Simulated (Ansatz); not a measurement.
C2H7GeNO can be A, `CO[C](=N)[GeH3]`, or B, `C=N[CH](O)[GeH3]`.

Isolated molecules relaxed with PBE0-D4/def2-TZVP in Ansatz; ΔE leaves out vibrations. CCSD(T)/CBS adds triple-zeta CCSD(T) − MP2 to the extrapolated MP2 energy (def2 sets, frozen cores). Functionals use def2-TZVPP. For Ge outer-core shells are correlated without core-valence functions, which leaves a few kJ/mol of doubt a bond. Scalar relativity is left out up to krypton. Each species was taken in one conformer, which may not be the lowest.

**Question.** Which isomer does CCSD(T)/CBS put lower? Give the gap. (Best estimate.)

**Answer.** Computed: A, by 11.3 kcal/mol.

**Question.** Give E(B) − E(A) in kcal/mol with CCSD/def2-TZVPP, CCSD(T)/def2-SVP, MP2/def2-TZVPP, B2PLYP, LDA (SPW92), PBE0-D4, BLYP-D4. (Best estimate.)

**Answer.** Computed: CCSD/def2-TZVPP 11.6, CCSD(T)/def2-SVP 12.1, MP2/def2-TZVPP 12.1, B2PLYP 13.0, LDA (SPW92) 13.4, PBE0-D4 12.6, BLYP-D4 12.5. None reverses the order clearly.

**Question.** Does the order hold for the free energy at 298.15 K (harmonic terms from PBE0-D4)? (An estimate is asked.)

**Answer.** Ansatz gave: Yes: G(B) − G(A) = +10.2 kcal/mol, for one conformer each.

Largest T1 diagnostic: 0.013.

Leaving LDA and LC-ωPBE aside and taking each functional with its dispersion term where it has one, the values, not all of them listed here, spread over 1.5 kcal/mol, from revPBE-D4 to r2SCAN-D4. In def2-TZVPP, CCSD(T) changes the Hartree–Fock value by −1.8 kcal/mol (the triples alone add +0.2 kcal/mol) and MP2 by −1.5 kcal/mol.
